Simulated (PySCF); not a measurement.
Identify the compound

The spectra below were simulated for a compound C6H11FOSi.

¹H NMR (300 MHz, computed): δ 5.03 (m, 1H), 4.78 (m, 1H), 4.18 (m, 1H), 4.02 (m, 1H), 3.90 (m, 1H), 3.36 (m, 1H), 1.22 (m, 1H), 0.33 (m, 1H), 0.31 (d, 3H).

¹³C{¹H} NMR (computed): δ 99.5 (CH), 80.6 (CH2), 80.1 (CH2), 28.9 (C), 1.9 (CH2), -8.8 (CH3).

Method: shieldings: GIAO PBE0/pcSseg-1, GFN2-xTB structure, in PySCF 2.14 (rapidly exchanging positions averaged, single conformer, no relativistic terms, in vacuum).

Chemical shifts δ = σref − σ; TMS for ¹H (σref 31.72) and ¹³C (σref 186.93), all at this level.

Choose the structure that fits.
A. CC(C)/C=C(\[SiH3])C(=O)F
B. CC[C@H]1C[Si@](F)(C=O)C1
C. C[Si@@H]1C[C@@]12COC[C@@H]2F

Answers

C. 

- The formula gives 2 degrees of unsaturation (2 rings in the answer).
- 6 carbon signals for 6 carbons: no two carbons are equivalent.
- Carbon types of the structure: 1 × C, 1 × CH, 3 × CH2, 1 × CH3, leaving 1 H on heteroatoms.
- δC 99.5: sp3 CH bonded to F; the inductive effect lowers its shielding.
- δC 80.6, 80.1: sp3 CH2 bonded to O; pulled downfield by the heteroatom.
- δH 4.78, 4.18, 4.02, 3.90: hydrogen on an sp3 CH2 bonded to O; its carbon carries O, hence the downfield position.
- δH 1.22, 0.33: hydrogen on a three-membered-ring carbon; cyclopropane-type protons are shielded by the ring.
- δH 0.31: hydrogen on a methyl carbon bonded to Si; an electropositive neighbour shields it, as in TMS itself.

The others: CC(C)/C=C(\[SiH3])C(=O)F would give 5 carbon signals, not 6; CC[C@H]1C[Si@](F)(C=O)C1 would give 5 carbon signals, not 6.

Splittings by ¹⁹F in the carbon and heteronuclear signals aren't shown, as no couplings were computed. Shifts are as computed. Against solution values, carbons near 30 ppm lie about +3 ppm off and those near 130 ppm about +5 ppm. Of 1309 compounds with measured shifts, 239 miss one by over three times the rms of a fit or turn the order of signals round; such compounds aren't used in these exercises. Multiplicities follow the n + 1 count of equivalent neighbours, as no J values were calculated; m marks all less simple cases, F and P coupling included.
